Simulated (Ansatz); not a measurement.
Gas-phase electronic energies from Ansatz, PBE0-D4/def2-TZVP geometries. CCSD(T)/CBS adds triple-zeta CCSD(T) − MP2 to the extrapolated MP2 energy (def2 sets, frozen cores). Functionals use def2-TZVPP. B3LYP here is the variant with VWN-RPA as its local correlation; programs differ in this. For Se outer-core shells are correlated without core-valence functions, which leaves a few kJ/mol of doubt a bond. Scalar relativity is left out up to krypton. Each species was taken in one conformer, which may not be the lowest.

Reaction (ligand exchange at the Al–Se bond): `C[Se][AlH2]` + `OC[SiH](F)F` → `F[SiH](F)C[O][AlH2]` + `C[SeH]`

`C[Se][AlH2]`:

Z-matrix (Å, degrees):
```
C
Se 1 1.964
H 1 1.088 2 108.2
H 1 1.088 2 108.2 3 119.2
H 1 1.088 2 110.5 3 -120.4
Al 2 2.299 1 99.2 3 120.0
H 6 1.585 2 117.3 1 0.1
H 6 1.581 2 118.0 1 -179.9
```

`OC[SiH](F)F`:

```xyz
9

O    -1.248   -0.866    0.872
C    -0.773   -0.293   -0.337
Si    0.970    0.357   -0.179
F     2.008   -0.826    0.018
F     1.009    1.231    1.153
H    -1.160   -0.218    1.576
H    -1.438    0.505   -0.703
H    -0.803   -1.083   -1.094
H     1.434    1.193   -1.306
```

`F[SiH](F)C[O][AlH2]`:

```xyz
11

F     0.759    2.589    1.454
Si    1.064    1.185    0.772
F     2.120    0.439    1.693
C    -0.506    0.184    0.649
O    -0.209   -0.994   -0.063
Al   -0.767   -1.658   -1.518
H     1.696    1.422   -0.543
H    -1.294    0.782    0.167
H    -0.874   -0.065    1.652
H    -0.120   -3.030   -1.943
H    -1.870   -0.854   -2.320
```

`C[SeH]`:

Cartesian coordinates in Å:
```
C 0.210 0.449 -0.228
Se -0.933 -0.538 1.003
H 1.258 0.229 -0.037
H 0.022 1.504 -0.031
H -0.053 0.224 -1.259
H -0.505 -1.868 0.551
```

Q: Is it downhill or uphill in electronic energy at CCSD(T)/CBS, and by how much? (Best estimate.)

A: Computed: Downhill: ΔE = -4.0 kcal/mol.

Q: What do these levels give: r2SCAN-D4, B3LYP-D4, ωB97M-V, PBE, PBE0, B3LYP, HF/def2-TZVPP, CCSD/def2-TZVPP, CCSD(T)/def2-TZVPP, SCS-MP2/def2-QZVPP, HF/CBS(def2), CCSD/CBS(def2)? (An estimate is asked.)

A: Computed: r2SCAN-D4 -3.9, B3LYP-D4 -5.9, ωB97M-V -5.0, PBE -2.3, PBE0 -2.2, B3LYP -6.0, HF/def2-TZVPP -6.6, CCSD/def2-TZVPP -5.5, CCSD(T)/def2-TZVPP -5.0, SCS-MP2/def2-QZVPP -5.6, HF/CBS(def2) -7.2, CCSD/CBS(def2) -4.5 kcal/mol.

Largest T1 diagnostic among the species: 0.013.

In def2-TZVPP, CCSD(T) changes the Hartree–Fock value by +1.5 kcal/mol (the triples alone add +0.5 kcal/mol) and MP2 by +1.7 kcal/mol.
